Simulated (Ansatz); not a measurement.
Stretching the Ge1–H3 bond in FGeH3 (SMILES [F][GeH3]) (multiplicity 1 held, fragments rigid). Energies count from the point at 1.534 Å.
Geometry at that point (charge 0, multiplicity 1):
```xyz
5

Ge    -0.30049     0.12261    -0.05790
F      1.29809    -0.52968     0.25011
H     -0.94244    -0.79835    -1.10390
H     -0.08538     1.54898    -0.58097
H     -1.03937     0.09288     1.28657
```

R- and RO- levels are restricted; in cc, def2 and unpolarised 6-31G sets they are followed outwards from rest. U- levels take the lowest unrestricted solution at each point, which mixes spins at long bonds. Active spaces are followed from a long bond inwards. Curves can end on different states.

Cores are frozen in the correlated methods. Filled d and f shells under p-block atoms count as core.

The values were computed with Ansatz (a first-principles code). 

Energies in kJ/mol.

```tsv
R (Å)	R-MP2/cc-pVDZ	U-MP2/cc-pVDZ	U-CCSD/cc-pVDZ	FIC-NEVPT4(SD) on CASSCF(2,2)/cc-pVDZ	FIC-MRCISD+Q on CASSCF(2,2)/cc-pVDZ
1.228	132	132	133	133	132
1.381	26	26	26	27	26
1.534	0	0	0	0	0
1.688	17	17	16	15	15
1.841	56	56	52	51	51
2.071	130	130	122	118	119
2.302	206	228	192	184	186
2.685	318	312	288	271	273
3.069	403	338	340	322	324
3.529	467	348	358	349	352
4.143	500	351	363	360	362
4.910	476	351	363	362	364
```

Doubts at one or more of the structures used: a restricted determinant that unrestricted orbitals would lower (R-MP2/cc-pVDZ); a spin-contaminated determinant (U-MP2/cc-pVDZ, U-CCSD/cc-pVDZ); T1 above 0.05 (U-CCSD/cc-pVDZ).
